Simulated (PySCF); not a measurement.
Telling isomers of C5H8ClF3Si apart by NMR

No solvent, a single conformation, one averaged value for each set of equivalent atoms, non-relativistic. GIAO PBE0/pcSseg-1 shieldings; geometry from GFN2-xTB; PySCF 2.14.

Referencing at the same level of theory: ¹H, ¹³C against TMS. Splittings of carbon signals by F and P are missing where no couplings were computed. Where no couplings were computed, multiplicities follow the n + 1 count of equivalent neighbours, and m marks all less simple cases (inequivalent or close neighbours, rings, F or P nearby). Shifts are as computed. Against solution values, carbons near 30 ppm lie about +3 ppm off and those near 130 ppm about +5 ppm; carbons on Cl a further +6 ppm. Of 1211 compounds with measured shifts, 218 miss one by over three times the rms of a fit or turn the order of signals round; such compounds aren't used in these exercises. Carbons bonded to Cl come out too deshielded.

(1) Tabulate the signals of `C=C[SiH2][C@](C)(Cl)C(F)(F)F`, `C/C([SiH3])=C(/Cl)CC(F)(F)F` and their relative energies.

(2) What is the quickest way to tell C=C[SiH2][C@](C)(Cl)C(F)(F)F from C/C([SiH3])=C(/Cl)CC(F)(F)F?

## Answers

(1) 
| SMILES | carbon types | δC | δH | E rel. (kcal/mol) |
| --- | --- | --- | --- | --- |
| C=C[SiH2][C@](C)(Cl)C(F)(F)F | 2×C 1×CH 1×CH2 1×CH3 | 148.1, 136.9, 136.8, 59.6, 22.8 | 6.72 (m, 1H), 6.69 (m, 1H), 6.39 (m, 1H), 4.78 (m, 1H), 4.65 (m, 1H), 1.75 (s, 3H) | 1.3 |
| C/C([SiH3])=C(/Cl)CC(F)(F)F | 3×C 1×CH2 1×CH3 | 144.7, 142.1, 134.3, 44.1, 24.1 | 4.21 (s, 3H), 3.24 (m, 2H), 2.13 (s, 3H) | 0.0 |

Energies are electronic energies at PBE0/pcSseg-1 on these geometries, without zero-point or thermal terms, each for the one conformer computed, which needn't be the lowest.

(2) Both give the same number of carbon signals, but DEPT or the intensities differ. The first has a terminal =CH2 carbon at 148.1 ppm, the second an allylic sp3 CH2 at 44.1 ppm. Their most deshielded carbons lie at 148.1 and 144.7 ppm. In the proton spectra the most deshielded non-exchanging signals are 6.72 (m, 1H) and 4.21 (s, 3H).
